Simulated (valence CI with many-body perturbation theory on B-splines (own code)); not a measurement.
## E1 transitions of Te XXXVII

Computed by configuration interaction combined with many-body perturbation theory (CI+MBPT): six valence electrons over a frozen Dirac-Fock core [Ne], a basis of 9 s, 9 p, 8 d, 6 f, 3 g, 1 h functions for each j, with the one-electron correlation potential Σ1 (screened to all orders), the two-electron term Σ2, the three-electron term Σ3, Breit, model QED; selected single and double excitations, second order for the rest, scaled by the run's own slope (own B-spline code, finite nucleus).

No measured spectrum was set against this ion. As an estimate, large intervals hold to a few tenths of a per cent, small ones and those within an open d or f shell to about a per cent. Among the levels kept, up to 1500 cm⁻¹ of a level comes from second order outside the variational space, and about a tenth of that is noise between levels of different J, which matters for small intervals.

Lines 1 to 50 of 85 in falling wavelength, among levels below 2125700 cm⁻¹, chosen from the strongest by gf and those to the six lowest levels. Wavelengths and rates use the calculated energies. Electric multipoles are in the length gauge, E1 and E2 with the static RPA response of the core. Weak lines are less certain than strong ones. Lines between different terms over intervals too small for the method are left out, as are lines whose strength nearly cancels. The highest levels of a list are the least certain.

Levels are named by their leading jj configuration (3d3/2^4 stands for four electrons in 3d with j = 3/2), which in mixed levels can hold well under half, so a name can repeat and another be missing. Letters in brackets count levels of one name in rising energy.

| λ vac (Å) | Upper | Lower | A (s⁻¹) | log gf | Branch % |
| --- | --- | --- | --- | --- | --- |
| 1025 | (3s^2 3p1/2^2 3p3/2 3d3/2) J=1 | (3s^2 3p3/2^4) J=0 | 4.65e+04 | -4.66 | 0.0 |
| 292.5 | (3s^2 3p1/2^2 3p3/2 3d5/2) J=1 [a] | (3s^2 3p3/2^4) J=0 | 1.34e+07 | -3.29 | 0.0 |
| 229.4 | (3s^2 3p1/2^2 3p3/2 3d5/2) J=1 [b] | (3s^2 3p3/2^4) J=0 | 2.15e+07 | -3.29 | 0.0 |
| 180.5 | (3s^2 3p1/2 3p3/2^2 3d3/2) J=1 [a] | (3s^2 3p3/2^4) J=0 | 7.21e+07 | -2.98 | 0.3 |
| 160.3 | (3s^2 3p1/2^2 3p3/2 3d3/2) J=2 | (3s^2 3p1/2 3p3/2^3) J=2 | 1.39e+08 | -2.57 | 15.4 |
| 154.9 | (3s^2 3p1/2^2 3p3/2 3d3/2) J=1 | (3s^2 3p1/2 3p3/2^3) J=2 | 4.79e+08 | -2.29 | 51.6 |
| 150.7 | (3s^2 3p1/2^2 3p3/2 3d3/2) J=3 | (3s^2 3p1/2 3p3/2^3) J=2 | 5.91e+06 | -3.85 | 3.0 |
| 147.6 | (3s^2 3p1/2^2 3p3/2 3d3/2) J=2 | (3s^2 3p1/2 3p3/2^3) J=1 | 1.09e+08 | -2.75 | 12.1 |
| 144.1 | (3s^2 3p1/2 3p3/2^2 3d5/2) J=1 | (3s^2 3p3/2^4) J=0 | 5.14e+08 | -2.32 | 11.3 |
| 143.1 | (3s^2 3p1/2^2 3p3/2 3d3/2) J=1 | (3s^2 3p1/2 3p3/2^3) J=1 | 8.77e+07 | -3.09 | 9.4 |
| 140.8 | (3s^2 3p1/2^2 3p3/2 3d5/2) J=2 | (3s^2 3p1/2 3p3/2^3) J=2 | 9.98e+08 | -1.83 | 24.0 |
| 139.5 | (3s^2 3p1/2^2 3p3/2 3d3/2) J=0 | (3s^2 3p1/2 3p3/2^3) J=1 | 6.79e+07 | -3.70 | 100.0 |
| 130.9 | (3s^2 3p1/2^2 3p3/2 3d5/2) J=2 | (3s^2 3p1/2 3p3/2^3) J=1 | 1.55e+09 | -1.70 | 37.3 |
| 124.4 | (3s^2 3p1/2 3p3/2^2 3d3/2) J=1 [b] | (3s^2 3p3/2^4) J=0 | 5.85e+08 | -2.39 | 0.1 |
| 113.7 | (3s^2 3p1/2 3p3/2^2 3d3/2) J=1 [c] | (3s^2 3p3/2^4) J=0 | 2.74e+08 | -2.80 | 0.0 |
| 112.7 | (3s 3p1/2^2 3p3/2^3) J=2 | (3s^2 3p1/2 3p3/2^3) J=2 | 2.84e+09 | -1.57 | 2.9 |
| 112.5 | (3s^2 3p1/2^2 3p3/2 3d5/2) J=3 | (3s^2 3p1/2 3p3/2^3) J=2 | 7.18e+06 | -4.02 | 0.0 |
| 112.4 | (3s^2 3p1/2^2 3p3/2 3d5/2) J=1 [a] | (3s^2 3p1/2 3p3/2^3) J=2 | 4.45e+09 | -1.60 | 5.7 |
| 106.3 | (3s^2 3p1/2 3p3/2^2 3d3/2) J=1 [d] | (3s^2 3p3/2^4) J=0 | 2.78e+08 | -2.85 | 0.1 |
| 106.3 | (3s 3p1/2^2 3p3/2^3) J=2 | (3s^2 3p1/2 3p3/2^3) J=1 | 4.07e+09 | -1.46 | 4.1 |
| 106.0 | (3s^2 3p1/2^2 3p3/2 3d5/2) J=1 [a] | (3s^2 3p1/2 3p3/2^3) J=1 | 1.81e+09 | -2.04 | 2.3 |
| 101.6 | (3s^2 3p1/2^2 3p3/2 3d5/2) J=1 [b] | (3s^2 3p1/2 3p3/2^3) J=2 | 4.20e+09 | -1.71 | 4.2 |
| 96.40 | (3s^2 3p1/2^2 3p3/2 3d5/2) J=1 [b] | (3s^2 3p1/2 3p3/2^3) J=1 | 2.26e+09 | -2.03 | 2.3 |
| 91.17 | (3s^2 3p1/2 3p3/2^2 3d3/2) J=2 [a] | (3s^2 3p1/2 3p3/2^3) J=2 | 1.65e+08 | -2.99 | 3.7 |
| 90.76 | (3s^2 3p1/2 3p3/2^2 3d3/2) J=1 [a] | (3s^2 3p1/2 3p3/2^3) J=2 | 8.60e+08 | -2.50 | 3.4 |
| 90.05 | (3s^2 3p1/2^2 3p3/2 3d3/2) J=1 | (3s^2 3p1/2^2 3p3/2^2) J=0 | 1.06e+08 | -3.41 | 11.4 |
| 88.29 | (3s^2 3p1/2 3p3/2^2 3d3/2) J=3 [a] | (3s^2 3p1/2 3p3/2^3) J=2 | 2.67e+07 | -3.66 | 0.6 |
| 87.13 | (3s^2 3p1/2 3p3/2^2 3d3/2) J=0 | (3s^2 3p1/2 3p3/2^3) J=1 | 8.46e+07 | -4.02 | 97.9 |
| 86.93 | (3s^2 3p1/2 3p3/2^2 3d3/2) J=2 [a] | (3s^2 3p1/2 3p3/2^3) J=1 | 3.51e+07 | -3.70 | 0.8 |
| 86.55 | (3s^2 3p1/2 3p3/2^2 3d3/2) J=1 [a] | (3s^2 3p1/2 3p3/2^3) J=1 | 6.76e+06 | -4.64 | 0.0 |
| 84.35 | (3s^2 3p1/2^2 3p3/2 3d3/2) J=2 | (3s^2 3p1/2^2 3p3/2^2) J=2 | 6.54e+08 | -2.46 | 72.5 |
| 82.85 | (3s^2 3p1/2^2 3p3/2 3d3/2) J=1 | (3s^2 3p1/2^2 3p3/2^2) J=2 | 2.56e+08 | -3.10 | 27.5 |
| 82.58 | (3s^2 3p1/2 3p3/2^2 3d5/2) J=3 [a] | (3s^2 3p1/2 3p3/2^3) J=2 | 1.46e+08 | -2.98 | 2.4 |
| 81.63 | (3s^2 3p1/2^2 3p3/2 3d3/2) J=3 | (3s^2 3p1/2^2 3p3/2^2) J=2 | 1.91e+08 | -2.87 | 97.0 |
| 80.52 | (3s^2 3p1/2 3p3/2^2 3d5/2) J=1 | (3s^2 3p1/2 3p3/2^3) J=2 | 2.55e+09 | -2.13 | 56.1 |
| 80.35 | (3s^2 3p1/2 3p3/2^2 3d3/2) J=2 [b] | (3s^2 3p1/2 3p3/2^3) J=2 | 5.29e+06 | -4.59 | 0.0 |
| 78.62 | (3s^2 3p1/2^2 3p3/2 3d5/2) J=2 | (3s^2 3p1/2^2 3p3/2^2) J=2 | 1.61e+09 | -2.13 | 38.7 |
| 78.45 | (3s^2 3p1/2 3p3/2^2 3d5/2) J=0 [a] | (3s^2 3p1/2 3p3/2^3) J=1 | 7.80e+09 | -2.14 | 100.0 |
| 77.19 | (3s^2 3p1/2 3p3/2^2 3d5/2) J=1 | (3s^2 3p1/2 3p3/2^3) J=1 | 1.43e+07 | -4.42 | 0.3 |
| 77.04 | (3s^2 3p1/2 3p3/2^2 3d3/2) J=2 [b] | (3s^2 3p1/2 3p3/2^3) J=1 | 7.70e+08 | -2.47 | 1.9 |
| 74.26 | (3s^2 3p1/2 3p3/2^2 3d3/2) J=3 [b] | (3s^2 3p1/2 3p3/2^3) J=2 | 2.56e+09 | -1.83 | 0.5 |
| 73.97 | (3s^2 3p1/2 3p3/2^2 3d3/2) J=1 [b] | (3s^2 3p1/2 3p3/2^3) J=2 | 1.94e+09 | -2.32 | 0.4 |
| 73.93 | (3s^2 3p1/2 3p3/2^2 3d3/2) J=2 [c] | (3s^2 3p1/2 3p3/2^3) J=2 | 1.74e+09 | -2.15 | 0.3 |
| 73.82 | (3s^2 3p1/2^2 3p3/2 3d5/2) J=1 [a] | (3s^2 3p1/2^2 3p3/2^2) J=0 | 5.67e+08 | -2.86 | 0.7 |
| 71.78 | (3s^2 3p1/2 3p3/2^2 3d5/2) J=2 [a] | (3s^2 3p1/2 3p3/2^3) J=2 | 8.00e+08 | -2.51 | 9.0 |
| 71.15 | (3s^2 3p1/2 3p3/2^2 3d3/2) J=1 [b] | (3s^2 3p1/2 3p3/2^3) J=1 | 1.01e+10 | -1.64 | 2.0 |
| 71.11 | (3s^2 3p1/2 3p3/2^2 3d3/2) J=2 [c] | (3s^2 3p1/2 3p3/2^3) J=1 | 1.36e+10 | -1.29 | 2.4 |
| 70.06 | (3s^2 3p1/2 3p3/2^2 3d3/2) J=1 [c] | (3s^2 3p1/2 3p3/2^3) J=2 | 3.60e+09 | -2.10 | 0.6 |
| 69.90 | (3s^2 3p1/2 3p3/2^2 3d5/2) J=3 [b] | (3s^2 3p1/2 3p3/2^3) J=2 | 2.67e+09 | -1.86 | 96.8 |
| 69.12 | (3s^2 3p1/2 3p3/2^2 3d5/2) J=2 [a] | (3s^2 3p1/2 3p3/2^3) J=1 | 2.32e+09 | -2.08 | 26.2 |
